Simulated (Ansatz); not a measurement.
Stepwise reaction of `CS[SiH3]` with water, as a gas-phase model of exchange steps in deposition or etching. ΔE in kJ/mol.

Program: Ansatz. Geometries: PBE0-D4/def2-TZVP. ΔE: electronic, gas phase. CCSD(T)/CBS adds triple-zeta CCSD(T) − MP2 to the extrapolated MP2 energy (def2 sets, frozen cores). This one scheme is used for every species. DFT in def2-TZVPP. B3LYP here is the variant with VWN-RPA as its local correlation; programs differ in this. Each species was taken in one conformer, which may not be the lowest.

```tsv
step	reaction	PBE-D4	B3LYP-D4	ωB97M-V	CCSD(T)/CBS
1	`CS[SiH3]` + H₂O → `CS[SiH2]O` + H₂	-76.5	-81.9	-82.1	-79.2
```

(1) Give the row of step 2, `CS[SiH2]O` + H₂O → `CS[SiH](O)O` + H₂. (Best estimate.)

(2) By hand: ΔE of the 2 steps together at CCSD(T)/CBS.

Results:

(1) Ansatz gave: 
| step | reaction | PBE-D4 | B3LYP-D4 | ωB97M-V | CCSD(T)/CBS |
| --- | --- | --- | --- | --- | --- |
| 2 | `CS[SiH2]O` + H₂O → `CS[SiH](O)O` + H₂ | -85.6 | -91.7 | -92.7 | -89.7 |

(2) (-79.2) + (-89.7) = -168.9 kJ/mol, or -84.5 kJ/mol a step.

In ΔE each step is lower than the one before. All are downhill at CCSD(T)/CBS. PBE-D4 differs from CCSD(T)/CBS by 2.7 to 4.1 kJ/mol a step. Isolated molecules leave out the surface, adducts and barriers. Largest T1 diagnostic: 0.011.
